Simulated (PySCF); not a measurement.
Species: C₄H₄F₂Si.
Cartesian coordinates in Å at the PBE0-D3(BJ)/def2-SVP level; atoms count from 1:
```
atom  x, y, z in Å
F1     2.509   -0.643   -0.352
C2     1.223   -0.418   -0.148
C3     0.323   -1.301    0.308
Si4   -1.295   -0.363    0.396
C5    -0.553    1.223   -0.262
C6     0.745    0.954   -0.461
F7     1.656    1.797   -0.915
H8     0.589   -2.325    0.568
H9    -2.370   -0.927   -0.471
H10   -1.811   -0.231    1.790
H11   -0.983    2.203   -0.468
```

Theory: PBE0-D3(BJ)/def2-SVP geometry optimisation, gas phase in PySCF.

Masses are those of the commonest isotopes; rigid-rotor values at the optimised geometry. 

Q: What are A, B and C (MHz)?

A: Ia = 139.62, Ib = 253.97, Ic = 387.63 u·Å²; 505379 MHz·u·Å²/I gives A = 3620, B = 1990, C = 1304 MHz.

Q: Classify the top.

A: An asymmetric top; Ray's κ = -0.407.

Q: What does the inertial defect say?

A: Not planar: Δ = Ic − Ia − Ib = -5.97 u·Å². For a rigid frame Δ = −2 Σ m c², so Σ m c² = 2.98 u·Å² lies off the ab plane, practically all of it from hydrogen. The atom farthest from that plane is 1.24 Å away.

Q: List the rotational levels J(Ka,Kc) to J = 2 (cm⁻¹).

A: Above 0(0,0):
J = 1: 1(0,1) 0.1099, 1(1,1) 0.1642, 1(1,0) 0.1871
J = 2: 2(0,2) 0.3238, 2(1,2) 0.3611, 2(1,1) 0.4297, 2(2,1) 0.5928, 2(2,0) 0.5987
Those of J = 1 are B + C, A + C and A + B.

Q: Which types of transition are allowed, and where do some lines up to J = 2 fall?

A: The dipole components are |μa| = 1.64 D, |μb| = 0.00 D, |μc| = 0.00 D; the symmetry axis of this C2v structure is a, so μb and μc vanish by symmetry and there are no b-type or c-type lines. Some of the stronger lines:

```csv
type,branch,"J(Ka,Kc)",MHz,lower level (cm⁻¹)
a,Q,"1(1,0) ← 1(1,1)",686,0.164
a,Q,"2(1,1) ← 2(1,2)",2058,0.361
a,R,"1(0,1) ← 0(0,0)",3294,0.000
a,R,"2(1,2) ← 1(1,1)",5901,0.164
a,R,"2(0,2) ← 1(0,1)",6412,0.110
a,R,"2(1,1) ← 1(1,0)",7273,0.187
```

Q: Estimate the classical rotational partition function at 10 K, 298.15 K and 500 K.

A: Point group C2v, symmetry number σ = 2; q = (√π/σ)·√((kT/h)³/(ABC)), k/h = 20836.6 MHz/K: 870 at 10 K, 142000 at 298.15 K, 308000 at 500 K.

Whether it is a minimum is left open (no frequencies). No vibrational averaging or centrifugal distortion is included, and the geometry carries the error of its method.
